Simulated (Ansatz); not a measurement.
The same path of CH2BOS (6 atoms, charge 0, multiplicity 2) was run twice with different band settings. Lost on the way: S4–H6. Made: B2–S4, C3–H6.

These are results of UKS PBE-D4/def2-SVP in Ansatz, not measurements.

Relaxed end points:

```xyz
6
Properties=species:S:1:pos:R:3
O 0.286 -0.734 -2.007
B 0.154 -0.426 -0.711
C 0.024 -0.127 0.619
S -0.066 -0.011 2.259
H 0.094 0.001 -2.618
H -0.492 1.296 2.458
```

```xyz
6
Properties=species:S:1:pos:R:3
O 0.049 -0.008 -1.645
B 0.009 -0.004 -0.296
C -0.233 0.615 0.987
S 0.325 -1.082 1.205
H 0.343 -0.857 -2.018
H -0.494 1.336 1.767
```

Common settings: movable images 9; climbing image yes; optimiser quadratic models (default); start path through a guess of the saddle point; force threshold 0.03 eV/Å; iteration limit 60; end points relaxed.

| run | spring |
| --- | --- |
| 1 | 5.0 eV/Å² |
| 2 | 20.0 eV/Å² |

(1) What does each run give, and how far can it be trusted?

Answers

(1) Run 1: converged after 28 iterations, highest image 1.194 eV above the first end. The profile has 2 maxima (images 2, 9) with wells between them (image 7): this band takes more than one step, which may be the mechanism or a detour left from its start path. A vibrational analysis at the climbing image gives one clearly imaginary mode, 1282i cm⁻¹: a first-order saddle point.
Run 2: converged after 27 iterations, highest image 1.194 eV above the first end. Another band between the same ends (9 images) ends at a top of the same energy, where a vibrational analysis finds 1 clearly imaginary mode.
